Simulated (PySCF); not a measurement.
Computed IR spectrum (relative IR intensity) of a molecule C3H7FSi. Geometry optimised at PBE0-D3(BJ)/def2-SVP. The values are those of a single conformer. Level of theory: PBE0-D3(BJ)/def2-SVP in PySCF 2.14.0. Frequencies are harmonic and unscaled.

| ν (cm⁻¹) | relative intensity |
|---|---|
| 323 | 4.8 |
| 591 | 20 |
| 690 | 24 |
| 749 | 13 |
| 799 | 3.9 |
| 829 | 5.7 |
| 862 | 9.1 |
| 913 | 33 |
| 943 | 88 |
| 961 | 57 |
| 963 | 100 |
| 1035 | 9.6 |
| 1066 | 4.5 |
| 1327 | 18 |
| 1442 | 2.6 |
| 2241 | 56 |
| 2253 | 84 |
| 3143 | 5.5 |
| 3148 | 3.9 |
| 3247 | 2.6 |

Q: Identify the compound among the candidates.
A) F[SiH2]C1CC1
B) C=CC[SiH2]F
C) C=C(F)[SiH2]C
D) C/C=C(/F)[SiH3]

A: A, F[SiH2]C1CC1
